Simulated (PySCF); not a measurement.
Exact simulation of a proton spin system

Molecule: `c1ccc2cccc(C(=O)F)c2c1`, C11H7FO.

Geometry:
```tsv
atom	x (Å)	y (Å)	z (Å)
O1	-1.564	2.960	-0.173
C2	-2.058	1.894	0.013
F3	-3.392	1.816	0.179
C4	-1.414	0.567	0.095
C5	-2.219	-0.542	0.306
C6	-1.679	-1.837	0.390
C7	-0.323	-2.016	0.261
C8	0.545	-0.916	0.044
C9	1.942	-1.118	-0.089
C10	2.789	-0.058	-0.299
C11	2.265	1.250	-0.384
C12	0.914	1.482	-0.261
C13	0.009	0.410	-0.043
H14	-3.295	-0.399	0.409
H15	-2.340	-2.689	0.558
H16	0.112	-3.017	0.323
H17	2.331	-2.137	-0.020
H18	3.864	-0.223	-0.401
H19	2.940	2.092	-0.552
H20	0.522	2.495	-0.330
```

[PySCF: σ from GIAO-PBE/pcSseg-1; coordinates at the PBE0-D3(BJ)/def2-SVP level; J: B3LYP/pcJ-1 (spin–dipole term only in couplings to heteroatoms); one conformer; relativity neglected; isolated molecule]

Referencing at the same level of theory: ¹H vs TMS.

The 8-spin Hamiltonian (Zeeman plus full scalar coupling among like nuclei) was diagonalised exactly; lines are Lorentzian, 0.4 Hz wide, and the maxima above 3 % are listed with the tallest set to 100.

Peak list at 700 MHz for the spins F3/H14/H15/H16/H17/H18/H19/H20:
| Hz | ppm | height |
| --- | --- | --- |
| 6999.2 | 9.999 | 26 |
| 6998.4 | 9.998 | 64 |
| 6997.6 | 9.997 | 65 |
| 6996.8 | 9.995 | 26 |
| 6988.5 | 9.984 | 65 |
| 6987.6 | 9.982 | 65 |
| 6986.9 | 9.981 | 27 |
| 5976.3 | 8.538 | 43 |
| 5975.2 | 8.536 | 75 |
| 5974.2 | 8.535 | 43 |
| 5967.9 | 8.526 | 44 |
| 5966.9 | 8.524 | 77 |
| 5965.8 | 8.523 | 44 |
| 5618.7 | 8.027 | 59 |
| 5618.6 | 8.027 | 59 |
| 5609.6 | 8.014 | 63 |
| 5609.5 | 8.014 | 63 |
| 5513.6 | 7.877 | 51 |
| 5504.6 | 7.864 | 98 |
| 5504.4 | 7.863 | 100 |
| 5503.6 | 7.862 | 74 |
| 5496.9 | 7.853 | 50 |
| 5496.6 | 7.852 | 51 |
| 5495.9 | 7.851 | 40 |
| 5495.6 | 7.851 | 40 |
| 5494.6 | 7.849 | 41 |
| 5494.4 | 7.849 | 42 |
| 5493.6 | 7.848 | 38 |
| 5493.4 | 7.848 | 37 |
| 5486.9 | 7.838 | 46 |
| 5486.7 | 7.838 | 47 |
| 5485.9 | 7.837 | 42 |
| 5485.7 | 7.837 | 40 |
| 5384.7 | 7.692 | 47 |
| 5384.5 | 7.692 | 50 |
| 5383.9 | 7.691 | 50 |
| 5383.7 | 7.691 | 48 |
| 5377.0 | 7.681 | 43 |
| 5376.7 | 7.681 | 46 |
| 5376.2 | 7.680 | 49 |
| 5375.9 | 7.680 | 52 |
| 5375.6 | 7.679 | 52 |
| 5375.3 | 7.679 | 48 |
| 5374.7 | 7.678 | 45 |
| 5374.5 | 7.678 | 42 |
| 5367.8 | 7.668 | 37 |
| 5367.6 | 7.668 | 39 |
| 5367.0 | 7.667 | 38 |
| 5366.8 | 7.667 | 36 |
| 5342.7 | 7.632 | 70 |
| 5342.6 | 7.632 | 70 |
| 5334.1 | 7.620 | 87 |
| 5333.7 | 7.620 | 84 |
| 5325.1 | 7.607 | 65 |

Extract the chemical shifts and coupling constants behind this pattern (give the signs of the calculation).

Answers


Shifts (ppm): F3 14.5, H14 8.53, H15 7.62, H16 8.02, H17 7.87, H18 7.68, H19 7.85, H20 9.99.
Couplings (Hz): F3–H14: 1.2; F3–H15: 0.2; F3–H16: 0.2; F3–H17: 0.9; H14–H15: 8.4; H14–H16: 1.0; H14–H17: -0.3; H14–H20: 0.2; H15–H16: 9.1; H15–H17: 0.3; H15–H20: -0.3; H16–H17: -0.5; H16–H18: 0.3; H16–H19: -0.3; H16–H20: 0.9; H17–H18: 9.2; H17–H19: 1.0; H17–H20: 0.8; H18–H19: 7.7; H18–H20: 0.8; H19–H20: 10.0.
These are the parameters used. A line list fixes at most the relative signs, and those only where coupling is strong; other parameter sets or atom labellings may fit too, and couplings well below the line width leave little trace.

Unscaled 3J(H,H) at this level run about 10 % above measured values.
